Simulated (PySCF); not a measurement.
C8H11FO2.
Atom-mapped SMILES: `[O:1]=[C:2]([OH:3])/[C:4](=[CH:5]\[F:6])[CH:7]1[CH2:8][CH2:9][CH2:10][CH2:11]1`

NICS = −σ at a ghost point: NICS(0) at the centroid of the ring atoms, NICS(1) 1 Å to either side along the normal of their mean plane, zz for the tensor component along that normal. Level: GIAO PBE0/pcSseg-1 (PySCF, non-relativistic, gas phase) on the GFN2-xTB geometry, one conformer.

Ring bond lengths (Å), with Mayer bond orders in brackets: C7–C8 1.526 (1.02), C8–C9 1.529 (1.05), C9–C10 1.539 (1.03), C10–C11 1.537 (1.04), C11–C7 1.539 (1.00).

Task: Give the NICS values of each ring in ppm.

Result: 
```json
{"ring": "C7–C8–C9–C10–C11", "type": "5-membered carbocycle; formal bonds all single", "NICS(0)": "-5.5", "NICS(1), two faces": "-3.8 / -4.0", "NICS(1)zz, two faces": "-3.4 / -3.1", "rms pucker (Å)": "0.19", "centre to ring atoms, mean (Å)": "1.28"}
```

Task: What do they say, and how far can they be read as aromaticity?

Result: 
- C7–C8–C9–C10–C11: mean NICS(1)zz -3.2 ppm, shielded. C7, C8, C9, C10, C11 have four or more neighbours, so the value isn't read as a sign of a π ring current.

Task: List the ring angles and the Hirshfeld charges of the ring atoms.

Result: 
- C7–C8–C9–C10–C11: C7 102.5° (-0.024 e), C8 102.6° (-0.071 e), C9 105.1° (-0.067 e), C10 106.1° (-0.067 e), C11 104.9° (-0.073 e); sum 521.2° against 540° for a flat convex ring.

Task: What are the shieldings of the ring atoms and their hydrogens in the same run (means over atoms taken as equivalent)?

Result: 
| atoms | environment | σ isotropic (ppm) | principal values of the symmetric part, first atom (ppm) |
| --- | --- | --- | --- |
| C7 | allylic carbon | 144.0 | 121.0, 146.7, 164.3 |
| C8 (×2) | ring CH2 carbon | 153.4 | 134.4, 161.4, 169.6 |
| C9 (×2) | ring CH2 carbon | 160.6 | 131.3, 169.6, 176.0 |
| H on C7 | methine hydrogen | 28.80 | 24.6, 27.5, 34.3 |
| H on C8 (×2) | methylene hydrogen | 30.66 | 25.6, 30.0, 36.2 |
| H on C8 (×2) | methylene hydrogen | 29.83 | 25.2, 28.2, 37.1 |
| H on C9 (×2) | methylene hydrogen | 29.91 | 25.0, 27.6, 37.1 |
| H on C9 (×2) | methylene hydrogen | 29.89 | 24.9, 27.3, 37.3 |
